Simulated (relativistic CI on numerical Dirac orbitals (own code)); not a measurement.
Ligand-field terms of d6

Computed with a parametric ligand-field model of a d^n configuration (Racah B and C, spin-orbit zeta, crystal field), exact diagonalisation.

Field parameters in Wybourne normalisation: Oh B⁴₀ = 21Dq, B⁴₄ = √(5/14) B⁴₀. The field is a parameter set, without covalency.

B = 360 cm⁻¹, C = 1530 cm⁻¹ (C/B = 4.25), Oh, no spin-orbit coupling. Tanabe-Sugano data, E/B above the lowest term (Δ = |10Dq|; b, c mark the second and third term of a kind):

```csv
Δ/B,5T2,5E,3T1,3T2,3T1(b),1A1,1T1
1.0,0.00,1.00,20.75,21.06,21.70,30.66,31.08
5.0,0.00,5.00,18.09,20.23,22.05,24.24,27.85
9.0,0.00,9.00,14.63,18.24,22.07,16.98,24.19
13.0,0.00,13.00,10.97,15.55,22.09,9.48,20.42
17.0,0.00,17.00,7.23,12.46,22.10,1.85,16.59
21.0,5.85,26.85,9.29,14.99,27.96,0.00,18.57
25.0,13.61,38.61,13.21,19.26,35.73,0.00,22.44
29.0,21.41,50.41,17.15,23.46,43.54,0.00,26.32
33.0,29.24,62.24,21.09,27.61,51.37,0.00,30.22
37.0,37.09,74.09,25.05,31.73,59.23,0.00,34.13
41.0,44.96,85.96,29.00,35.82,67.11,0.00,38.05
45.0,52.85,97.85,32.96,39.90,75.00,0.00,41.98
```

The ground term changes from 5T2 to 1A1 between Δ/B = 17.0 and 21.0.
